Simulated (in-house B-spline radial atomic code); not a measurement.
The cadmium ion Cd⁺ is squeezed into an impenetrable sphere of radius R (the orbitals vanish at R). Method: Dirac-Hartree-Fock, average of configuration, Fermi nucleus of rms radius 4.6087 fm. Calculated with a radial B-spline atomic code at the basis-set limit.

Energies in eV above the free ion in [Kr] 4d10 5s1:

```tsv
R (bohr)	highest level (eV)	[Kr] 4d10 5s1	[Ar] 3d9 4s2 4p6 4d10 4f1 5s1	[Ar] 3d9 4s2 4p6 4d10 5s1 5f1
9.3	-15.7	0.00115	421.8	428.7
6.64	-15.6	0.08306	425.2	438.2
5.45	-15.2	0.4817	429.1	446.9
4.25	-13.2	2.845	437.7	463.8
3.43	-7.44	10.88	452.2	490.2
2.86	4.52	31.5	478.2	533.4
2.8	6.63	35.54	482.8	540.6
2.25	43.2	118.8	571	665.3
1.88	107	304.6	759.4	901.1
1.51	265	893.5	1352	1585
```

(1) Does [Ar] 3d9 4s2 4p6 4d10 4f1 5s1 fall below [Kr] 4d10 5s1 under compression?

(2) Does [Ar] 3d9 4s2 4p6 4d10 5s1 5f1 fall below [Kr] 4d10 5s1 under compression?

The highest level is first positive in the row R = 2.86 bohr, pushed up by confinement above the zero of the free ion's potential. Each configuration is held fixed and needn't be the lowest in the sphere.

## Answers

(1) No, it stays above over the whole range.

(2) No, it stays above over the whole range.
